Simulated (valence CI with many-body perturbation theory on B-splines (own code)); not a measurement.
## Tm³⁰⁺: M1 decay

Method: relativistic CI+MBPT: three valence electrons over a frozen Dirac-Fock core [Kr], radial functions for each j: 7 s, 7 p, 8 d, 6 f, 4 g, 1 h, with the one-electron correlation potential Σ1 (screened to all orders), the two-electron term Σ2, the three-electron term Σ3, Breit, model QED; selected single and double excitations, second order for the rest, scaled by the run's own slope (own B-spline code, finite nucleus).

No measured spectrum was set against this ion. As an estimate, large intervals hold to a few tenths of a per cent, small ones and those within an open d or f shell to about a per cent. The list stops below the first excitations out of the core.

Lines 1 to 50 of 62 in falling wavelength, among levels below 886530 cm⁻¹, chosen from the decays that carry over 1 % of a level's rate. Wavelengths and rates use the calculated energies. Weak lines are less certain than strong ones. Lines between different terms over intervals too small for the method are left out, as are lines whose strength nearly cancels. The highest levels of a list are the least certain.

Levels are named by their leading jj configuration (3d3/2^4 stands for four electrons in 3d with j = 3/2), which in mixed levels can hold well under half, so a name can repeat and another be missing. Letters in brackets count levels of one name in rising energy.

```tsv
λ vac (nm)	Upper	Lower	Type	A (s⁻¹)	Branch %
2332	(4d3/2^2 4d5/2) J=9/2	(4d3/2^2 4d5/2) J=7/2	M1	6.89e-01	100.0
756.0	(4d3/2^2 4d5/2) J=1/2	(4d3/2^2 4d5/2) J=3/2	M1	5.38e+01	1.3
385.6	(4d3/2^2 4d5/2) J=7/2	(4d3/2^2 4d5/2) J=5/2 [a]	M1	3.15e+02	99.2
364.6	(4d3/2 4d5/2^2) J=11/2	(4d3/2 4d5/2^2) J=9/2	M1	1.11e+02	1.6
312.3	(4d3/2 4d5/2^2) J=5/2 [b]	(4d3/2 4d5/2^2) J=3/2 [a]	M1	2.34e+02	2.0
246.1	(4d3/2 4d5/2^2) J=5/2 [a]	(4d3/2 4d5/2^2) J=7/2 [a]	M1	2.38e+02	1.5
200.2	(4d5/2^3) J=3/2	(4d3/2 4d5/2^2) J=3/2 [b]	M1	5.65e+02	1.6
172.9	(4d3/2^2 4d5/2) J=5/2 [b]	(4d3/2^2 4d5/2) J=7/2	M1	1.79e+02	5.1
164.5	(4d3/2 4d5/2^2) J=5/2 [a]	(4d3/2^2 4d5/2) J=5/2 [b]	M1	1.83e+03	11.5
161.1	(4d3/2 4d5/2^2) J=7/2 [b]	(4d3/2 4d5/2^2) J=7/2 [a]	M1	5.07e+02	5.4
153.9	(4d3/2^2 4d5/2) J=5/2 [b]	(4d3/2^2 4d5/2) J=3/2	M1	1.52e+03	43.0
136.1	(4d3/2 4d5/2^2) J=3/2 [b]	(4d3/2 4d5/2^2) J=1/2	M1	1.79e+03	6.7
135.2	(4d5/2^3) J=9/2	(4d3/2 4d5/2^2) J=11/2	M1	9.92e+02	2.8
132.6	(4d5/2^3) J=5/2	(4d3/2 4d5/2^2) J=3/2 [b]	M1	1.47e+03	2.7
132.3	(4d3/2 4d5/2^2) J=5/2 [b]	(4d3/2^2 4d5/2) J=5/2 [b]	M1	4.19e+03	35.7
130.4	(4d3/2^2 4d5/2) J=5/2 [a]	(4d3/2^3) J=3/2	M1	1.25e+04	100.0
128.2	(4d3/2 4d5/2^2) J=7/2 [a]	(4d3/2^2 4d5/2) J=7/2	M1	4.93e+03	18.4
123.4	(4d3/2 4d5/2^2) J=3/2 [b]	(4d3/2 4d5/2^2) J=3/2 [a]	M1	2.99e+03	11.2
121.6	(4d3/2 4d5/2^2) J=7/2 [b]	(4d3/2^2 4d5/2) J=5/2 [b]	M1	7.55e+02	8.0
119.4	(4d3/2^2 4d5/2) J=5/2 [b]	(4d3/2^2 4d5/2) J=5/2 [a]	M1	3.40e+02	9.6
118.9	(4d3/2 4d5/2^2) J=9/2	(4d3/2^2 4d5/2) J=9/2	M1	9.24e+03	60.6
113.1	(4d3/2 4d5/2^2) J=9/2	(4d3/2^2 4d5/2) J=7/2	M1	6.00e+03	39.3
104.9	(4d3/2 4d5/2^2) J=3/2 [a]	(4d3/2^2 4d5/2) J=1/2	M1	3.60e+03	9.9
104.8	(4d3/2^2 4d5/2) J=3/2	(4d3/2^3) J=3/2	M1	1.08e+04	99.3
101.0	(4d5/2^3) J=3/2	(4d3/2 4d5/2^2) J=5/2 [b]	M1	7.80e+02	2.1
98.62	(4d5/2^3) J=9/2	(4d3/2 4d5/2^2) J=9/2	M1	1.40e+04	40.2
97.20	(4d3/2 4d5/2^2) J=1/2	(4d3/2^2 4d5/2) J=1/2	M1	2.08e+04	94.1
96.23	(4d3/2 4d5/2^2) J=7/2 [a]	(4d3/2^2 4d5/2) J=5/2 [a]	M1	2.19e+04	81.6
92.14	(4d3/2 4d5/2^2) J=3/2 [a]	(4d3/2^2 4d5/2) J=3/2	M1	2.12e+04	58.1
92.01	(4d3/2^2 4d5/2) J=1/2	(4d3/2^3) J=3/2	M1	3.96e+03	98.3
89.63	(4d3/2 4d5/2^2) J=11/2	(4d3/2^2 4d5/2) J=9/2	M1	6.74e+03	98.3
89.41	(4d5/2^3) J=9/2	(4d3/2 4d5/2^2) J=7/2 [a]	M1	1.94e+04	55.7
87.89	(4d5/2^3) J=3/2	(4d3/2 4d5/2^2) J=5/2 [a]	M1	1.37e+04	37.6
86.13	(4d3/2 4d5/2^2) J=1/2	(4d3/2^2 4d5/2) J=3/2	M1	1.02e+03	4.6
84.90	(4d5/2^3) J=5/2	(4d3/2 4d5/2^2) J=7/2 [b]	M1	5.46e+03	9.9
84.31	(4d3/2 4d5/2^2) J=5/2 [a]	(4d3/2^2 4d5/2) J=7/2	M1	1.19e+03	7.5
81.02	(4d5/2^3) J=3/2	(4d3/2 4d5/2^2) J=1/2	M1	7.22e+03	19.9
80.36	(4d5/2^3) J=5/2	(4d3/2 4d5/2^2) J=5/2 [b]	M1	9.93e+03	18.0
80.25	(4d3/2 4d5/2^2) J=3/2 [b]	(4d3/2^2 4d5/2) J=5/2 [b]	M1	1.26e+04	47.0
79.52	(4d3/2 4d5/2^2) J=5/2 [a]	(4d3/2^2 4d5/2) J=3/2	M1	1.05e+04	66.0
78.54	(4d3/2 4d5/2^2) J=3/2 [a]	(4d3/2^2 4d5/2) J=5/2 [a]	M1	1.06e+04	29.2
76.33	(4d5/2^3) J=3/2	(4d3/2 4d5/2^2) J=3/2 [a]	M1	1.23e+04	33.8
74.96	(4d3/2 4d5/2^2) J=5/2 [b]	(4d3/2^2 4d5/2) J=7/2	M1	6.33e+03	53.9
73.65	(4d3/2 4d5/2^2) J=7/2 [b]	(4d3/2^2 4d5/2) J=9/2	M1	3.71e+03	39.2
71.82	(4d5/2^3) J=5/2	(4d3/2 4d5/2^2) J=5/2 [a]	M1	1.14e+04	20.6
71.39	(4d3/2 4d5/2^2) J=7/2 [b]	(4d3/2^2 4d5/2) J=7/2	M1	3.45e+03	36.4
69.18	(4d3/2 4d5/2^2) J=5/2 [a]	(4d3/2^2 4d5/2) J=5/2 [a]	M1	1.63e+03	10.2
63.91	(4d5/2^3) J=5/2	(4d3/2 4d5/2^2) J=3/2 [a]	M1	1.56e+04	28.3
62.76	(4d3/2 4d5/2^2) J=5/2 [b]	(4d3/2^2 4d5/2) J=5/2 [a]	M1	7.35e+02	6.3
62.34	(4d3/2^2 4d5/2) J=5/2 [b]	(4d3/2^3) J=3/2	M1	1.48e+03	41.9
```
